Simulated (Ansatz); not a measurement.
**Which is lower?**

Two relaxed structures of AlBH3OF, singlet (PBE0-D4/def2-TZVP; forces vanish, vibrations not checked).

A:

```
7
angstrom
B -0.4305 1.2066 0.7019
O 0.1049 0.3417 -0.1636
Al 0.7774 -0.8066 -1.2360
F 0.0310 -2.6830 0.6269
H -1.5977 1.4958 0.6154
H 0.2574 1.6968 1.5621
H 0.2827 -3.5135 0.3107
```

B:

```xyz
7
angstrom
B -0.4348 1.2885 0.7163
O -0.0435 0.1922 0.0607
Al 0.4283 -1.2118 -0.7146
F 0.1668 -2.6391 0.0534
H -1.5512 1.7066 0.5546
H 0.3374 1.8430 1.4537
H 1.0971 -1.1794 -2.1240
```

Program: Ansatz 0.2.0. Basis: def2-TZVPP. Cores are frozen in the correlated methods. B3LYP uses VWN-RPA correlation.

(1) Which structure is lower at CCSD(T), and by how much? (An estimate is asked for; the value comes from the calculation.)

T1 diagnostic: at most 0.014.

Results:

(1) Computed: B, by 2.418 eV (electronic energy, against the other). By their contacts, A is a complex of AlBH₂O ([BH2][O][Al]) + HF and B is AlBH₃OF ([BH2][O][AlH][F]).

All methods give the same order:

| method | E(B) − E(A) (eV) |
| --- | --- |
| PBE-D4 | -2.214 |
| r2SCAN-D4 | -2.600 |
| PBE0-D4 | -2.340 |
| B3LYP-D4 | -2.363 |
| wB97M-V | -2.338 |
| HF | -2.600 |
| MP2 | -2.551 |
| CCSD | -2.438 |
| CCSD(T) | -2.418 |

Labels in which every atom is bracketed show which atoms are joined, not bond orders.

For scale, one of the runs: CCSD(T)/def2-TZVPP, 177 basis functions, launched by `ansatz run in.yaml --threads 2 --pin off --events-out ev --progress --plain --max-ram 4352MiB`. Hardware: 2 CPU threads of an Arm Neoverse V1, shared host. Wall time 39 s; peak host memory 1.6 GiB.
